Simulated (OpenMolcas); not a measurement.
## F I: from RASSCF to RASPT2

- Program: OpenMolcas
- Basis: ANO-R3 [4s4p2d1f]
- Scalar Hamiltonian: X2C, finite nucleus
- Active space: 5 electrons in 9 orbitals (RAS2 2p; RAS3 3s 3d, at most 1 electron)
- State averaging: 2S+1 = 2 odd, 3 roots; 2S+1 = 4 even, 3 roots; 2S+1 = 2 even, 8 roots
- Spin-orbit coupling: RASSI with atomic mean-field integrals over the reference wave functions, term energies averaged over their components

Methods on the same reference wave functions:
A. RASSCF
B. SS-RASPT2, IPEA 0.25 Eh, imaginary shift 0.1 Eh (closed shells correlated: 1s 2s)

Energies in cm-1 above 2s2 2p5 2P* 3/2, the measured ground level; measured values from NIST Handbook of Basic Atomic Spectroscopic Data.

| Level | A | B | Measured |
| --- | --- | --- | --- |
| 2s2 2p5 2P* 3/2 | 0.0 | 0.0 | 0.0 |
| 2s2 2p5 2P* 1/2 | 400 | 400 | 404 |
| 2s2 2p4 3s 4P 5/2 | 100315 | 101190 | 102406 |
| 2s2 2p4 3s 4P 3/2 | 100574 | 101450 | 102680 |
| 2s2 2p4 3s 4P 1/2 | 100733 | 101610 | 102840 |
| 2s2 2p4 3s 2P 3/2 | 105041 | 110010 | 104731 |
| 2s2 2p4 3s 2P 1/2 | 105353 | 110330 | 105056 |

Deviations, from unrounded energies. A percentage is the sum of absolute deviations over the sum of measured energies, with the sign that they share, or ± where signs differ.

```tsv
Against measurement	Levels	A	B
mean absolute deviation (cm-1)	6	1200	2400
fine structure of the ground term (%)	1	-1.1	-1.1
other configurations (%)	5	±1.3	±2.7
```

A lies closest to measurement on these levels. The largest miss of A in the table is 2s2 2p4 3s 4P 1/2, by -2100 cm-1. The ranking rests on the paired levels alone, and a cruder setting can come out closer through cancelling errors.

The lowest spin-free term lies below A's lowest term by 0.184 hartree in B.

ANO sets are built for valence states and can reach diffuse excited orbitals poorly. Without dynamic correlation excited terms often stand tens of per cent too high (terms of higher spin than the ground term too low), and those without a measured partner can miss by more than the paired ones (holds for A). Measured partners are found by configuration, term and J. A level has none where our copy of the source lacks it or the pairing is in doubt (some pairs that miss far off the trend of their configuration count as doubtful), and it then counts in no deviation. Levels of configurations outside the active space are missing. The table leaves out levels that lie high or whose names do not pair safely across all columns.

* marks odd parity.
